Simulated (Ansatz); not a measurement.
**What each rung costs, and what it gives**

Saddle point of AlH3Cl2O, closed shell (AlHCl₂O ([OH][Al]([Cl])[Cl]) + H₂ → AlHCl₂ ([Cl][AlH][Cl]) + H₂O (still joined by a long Al–O bond); bonds formed: Al1–H6, O2–H5; bonds broken: H5–H6; bonds weakened to dative contacts: Al1–O2), PBE0-D4/def2-TZVP structure:

```xyz
7
angstrom
Al -0.5527 -0.3229 -0.1090
O 0.7492 0.9370 -0.3088
Cl 0.0237 -2.1933 -0.8450
Cl -2.5105 0.3444 -0.3383
H 0.6592 0.5444 0.8595
H 0.0541 -0.0550 1.5025
H 1.5771 0.7453 -0.7608
```

Barriers are electronic and count from the start structure reached by relaxing down the imaginary mode.

Ansatz 0.2.0; basis: as named in each row; cores frozen in the correlated methods. B3LYP uses VWN-RPA correlation. Extrapolation: Hartree–Fock as exp(−7.88 √X), correlation as X^−2.97.

Times are rough, for one single point on 3 threads of a shared host (Intel Xeon).

The estimate by CCSD(T) at an estimated basis limit (MP2 extrapolated from triple and quadruple zeta, plus CCSD(T) − MP2 in triple zeta) is 1.092 eV.

```json
{"method": "HF", "basis": "STO-3G", "time (s)": "under 1", "barrier (eV)": "1.315", "method less estimate": "0.223"}
{"method": "PBE-D4", "basis": "STO-3G", "time (s)": "under 1", "barrier (eV)": "0.350", "method less estimate": "-0.742"}
{"method": "SPW92", "basis": "def2-SVP", "time (s)": "under 1", "barrier (eV)": "0.383", "method less estimate": "-0.709"}
{"method": "PBE-D4", "basis": "def2-SVP", "time (s)": "under 1", "barrier (eV)": "0.651", "method less estimate": "-0.440"}
{"method": "B3LYP-D4", "basis": "6-31G", "time (s)": "under 1", "barrier (eV)": "1.013", "method less estimate": "-0.079"}
{"method": "PBE0-D4", "basis": "def2-SVP", "time (s)": "1", "barrier (eV)": "0.747", "method less estimate": "-0.345"}
{"method": "SPW92", "basis": "def2-TZVPP", "time (s)": "1", "barrier (eV)": "0.565", "method less estimate": "-0.527"}
{"method": "CCSD(T)", "basis": "def2-SVP", "time (s)": "2", "barrier (eV)": "0.941", "method less estimate": "-0.151"}
{"method": "BLYP-D4", "basis": "def2-TZVPP", "time (s)": "2", "barrier (eV)": "0.989", "method less estimate": "-0.103"}
{"method": "PBE-D4", "basis": "def2-TZVPP", "time (s)": "2", "barrier (eV)": "0.829", "method less estimate": "-0.262"}
{"method": "B3LYP-D4", "basis": "def2-TZVPP", "time (s)": "2", "barrier (eV)": "1.031", "method less estimate": "-0.061"}
{"method": "BHLYP-D4", "basis": "def2-TZVPP", "time (s)": "2", "barrier (eV)": "1.132", "method less estimate": "0.040"}
{"method": "r2SCAN-D4", "basis": "def2-TZVPP", "time (s)": "3", "barrier (eV)": "0.903", "method less estimate": "-0.188"}
{"method": "CAM-B3LYP-D4", "basis": "def2-TZVPP", "time (s)": "3", "barrier (eV)": "1.018", "method less estimate": "-0.074"}
{"method": "PBE0-D4", "basis": "def2-TZVPP", "time (s)": "3", "barrier (eV)": "0.910", "method less estimate": "-0.182"}
{"method": "wB97M-V", "basis": "def2-SVP", "time (s)": "3", "barrier (eV)": "0.831", "method less estimate": "-0.261"}
{"method": "RPA on PBE", "basis": "def2-TZVPP", "time (s)": "3", "barrier (eV)": "1.062", "method less estimate": "-0.030"}
{"method": "PBE-QIDH", "basis": "def2-TZVPP", "time (s)": "4", "barrier (eV)": "1.005", "method less estimate": "-0.087"}
{"method": "r2SCAN0-D4", "basis": "def2-TZVPP", "time (s)": "4", "barrier (eV)": "0.968", "method less estimate": "-0.124"}
{"method": "B2PLYP", "basis": "def2-TZVPP", "time (s)": "4", "barrier (eV)": "1.063", "method less estimate": "-0.028"}
{"method": "B97M-V", "basis": "def2-TZVPP", "time (s)": "6", "barrier (eV)": "0.926", "method less estimate": "-0.166"}
{"method": "wB97X-V", "basis": "def2-TZVPP", "time (s)": "6", "barrier (eV)": "1.035", "method less estimate": "-0.057"}
{"method": "wB97M-V", "basis": "def2-TZVPP", "time (s)": "6", "barrier (eV)": "1.049", "method less estimate": "-0.043"}
{"method": "MP2", "basis": "def2-QZVPP", "time (s)": "14", "barrier (eV)": "1.090", "method less estimate": "-0.001"}
{"method": "CCSD(T)", "basis": "def2-TZVPP", "time (s)": "28", "barrier (eV)": "1.083", "method less estimate": "-0.008"}
```

All methods are single points on the PBE0-D4 structures.

T1 diagnostic: at most 0.011.

Labels in which every atom is bracketed show which atoms are joined, not bond orders.
